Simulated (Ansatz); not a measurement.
The inner images of a band of BF2H + ClH (6 atoms, charge 0, multiplicity 1) are given out of order.

Theory: RKS PBE0-D4/def2-SVP (Ansatz).

First end point:

```xyz
6
Properties=species:S:1:pos:R:3
B -0.009 0.382 -0.109
H -0.015 0.732 1.042
F 1.119 0.267 -0.773
F -1.134 0.200 -0.764
Cl 0.081 -2.477 0.978
H 0.087 -2.029 2.185
```

Last end point:

```xyz
6
Properties=species:S:1:pos:R:3
B 0.018 -0.592 -0.538
H 0.013 0.308 2.301
F 1.127 0.095 -0.657
F -1.132 0.029 -0.642
Cl 0.070 -2.313 -0.265
H 0.034 -0.451 2.360
```

Problem. Put them in order from the first end to the last, with their energies above the first end.
A.
```xyz
6
Properties=species:S:1:pos:R:3
B 0.019 -0.556 -0.337
H 0.009 0.245 1.926
F 1.130 0.125 -0.480
F -1.131 0.060 -0.467
Cl 0.070 -2.285 -0.074
H 0.032 -0.512 1.990
```
B.
```xyz
6
Properties=species:S:1:pos:R:3
B 0.001 0.130 0.072
H 0.001 0.369 1.263
F 1.136 0.133 -0.586
F -1.139 0.066 -0.573
Cl 0.080 -2.379 0.871
H 0.050 -1.243 1.512
```
C.
```xyz
6
Properties=species:S:1:pos:R:3
B 0.018 -0.476 -0.091
H 0.009 0.176 1.592
F 1.136 0.143 -0.421
F -1.135 0.079 -0.409
Cl 0.070 -2.243 0.262
H 0.031 -0.602 1.626
```
D.
```xyz
6
Properties=species:S:1:pos:R:3
B 0.012 -0.191 0.102
H 0.007 0.191 1.369
F 1.154 0.118 -0.489
F -1.152 0.054 -0.478
Cl 0.071 -2.217 0.646
H 0.037 -0.879 1.409
```
E.
```xyz
6
Properties=species:S:1:pos:R:3
B -0.005 0.279 -0.029
H -0.005 0.533 1.149
F 1.124 0.221 -0.696
F -1.136 0.152 -0.683
Cl 0.086 -2.512 0.958
H 0.064 -1.596 1.861
```

Solution. E (+0.04 eV), B (+0.24 eV), D (+0.92 eV), C (-0.12 eV), A (-0.53 eV).

The run took 2.9 min on 1 thread of AMD EPYC 7B13 (Zen 3), with other jobs on the host, peak memory 0.15 GiB.
